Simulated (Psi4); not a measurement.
Two rigid molecules brought together: H2O ··· C4H4O (SMILES O and c1ccoc1). Monomers: optimised at B3LYP-D3(BJ) (def2-TZVP), held rigid. Orientation: lowest of the rigid-body minima from ten starts at GFN2-xTB. R is the distance of the centres of mass, along which the second monomer moves.

Calculation: SAPT0/jun-cc-pVDZ, frozen core (Psi4).

Components in kcal/mol:

| R / Å | electrostatics | exchange | induction | dispersion | total |
|---|---|---|---|---|---|
| 3.44 | -14.66 | 29.49 | -7.44 | -5.03 | 2.36 |
| 3.65 | -9.01 | 13.69 | -3.57 | -3.16 | -2.05 |
| 3.79 | -6.73 | 8.15 | -2.22 | -2.35 | -3.15 |
| 4.02 | -4.42 | 3.44 | -1.05 | -1.48 | -3.51 |
| 4.24 | -3.12 | 1.49 | -0.54 | -0.97 | -3.15 |
| 4.41 | -2.45 | 0.78 | -0.34 | -0.72 | -2.73 |
| 4.71 | -1.68 | 0.24 | -0.16 | -0.43 | -2.03 |
| 5.06 | -1.15 | 0.06 | -0.08 | -0.25 | -1.42 |
| 5.50 | -0.76 | 0.01 | -0.03 | -0.14 | -0.93 |
| 6.26 | -0.42 | 0.00 | -0.01 | -0.06 | -0.49 |
| 7.25 | -0.22 | 0.00 | 0.00 | -0.02 | -0.24 |
| 8.51 | -0.11 | 0.00 | 0.00 | -0.01 | -0.12 |
